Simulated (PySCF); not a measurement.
Compound: C₅H₁₂Ge.
Geometry (PBE0-D3(BJ)/def2-SVP, Å), atoms numbered from 1 in this order:
```
atom  x, y, z in Å
C1    -0.710   -1.283   -0.086
C2     0.789   -1.306    0.221
C3     1.594   -0.198   -0.462
Ge4    0.847    1.560   -0.016
C5    -1.085    1.262   -0.176
C6    -1.470   -0.074    0.464
H7    -0.857   -1.336   -1.181
H8    -1.166   -2.199    0.323
H9     1.196   -2.290   -0.071
H10    0.926   -1.242    1.316
H11    1.545   -0.315   -1.559
H12    2.658   -0.253   -0.187
H13    1.354    2.673   -0.957
H14    1.206    1.931    1.441
H15   -1.334    1.253   -1.251
H16   -1.648    2.095    0.272
H17   -1.308   -0.022    1.556
H18   -2.553   -0.245    0.333
```

Method used: core-valence-separated Tamm–Dancoff BHandHLYP/aug-pcX-1 (pcseg-1 on H, def2-SVPD on Ge) in PySCF, non-relativistic, gas phase, PBE0-D3(BJ)/def2-SVP geometry. No empirical shift is added; at this level the pattern usually sits a few eV under experiment.

The lowest roots of each edge with f over 0.003 (five at most, numbered afresh; weaker and dark ones are left out), with transition dipoles (au) in the frame of the coordinates:

```
root  edge  E (eV)       μx       μy       μz
   1     C  285.26   0.0254   0.0021  -0.0120
   2     C  285.27  -0.0072  -0.0365   0.0242
   3     C  285.38   0.0220   0.0366   0.0198
   4     C  285.49   0.0417  -0.0241  -0.0033
   5     C  285.49   0.0134   0.0268  -0.0319
```

Task: What are the oscillator strengths?

Result: f = (2/3) ΔE |μ|², with ΔE in hartree (27.2114 eV):

```tsv
root	ΔE (Eh)	|μ|² (au)	f	core hole on
1	10.4833	0.000794	0.006	C3/C5
2	10.4833	0.001968	0.014	C3/C5
3	10.4874	0.002214	0.015	C1
4	10.4914	0.002333	0.016	C2/C6
5	10.4914	0.001915	0.013	C2/C6
```

Task: Molecules are fixed in this frame and the field points along z. What effective strengths 3 f cos²θ do the roots have (θ between field and μ)?

Result: root 1 (C3/C5): 0.003, root 2 (C3/C5): 0.012, root 3 (C1): 0.008, root 4 (C2/C6): 0.000, root 5 (C2/C6): 0.021. Root 5 is the strongest. Averaged over all orientations cos²θ is 1/3, which gives f back. For degenerate partners only the sum has meaning, as the program may mix them freely.

 The BHandHLYP/aug-pcX-1 (pcseg-1 on H, def2-SVPD on Ge) calculation is non-relativistic and has no spin–orbit coupling, an omission that weighs most on germanium.

One conformer stands for the species.
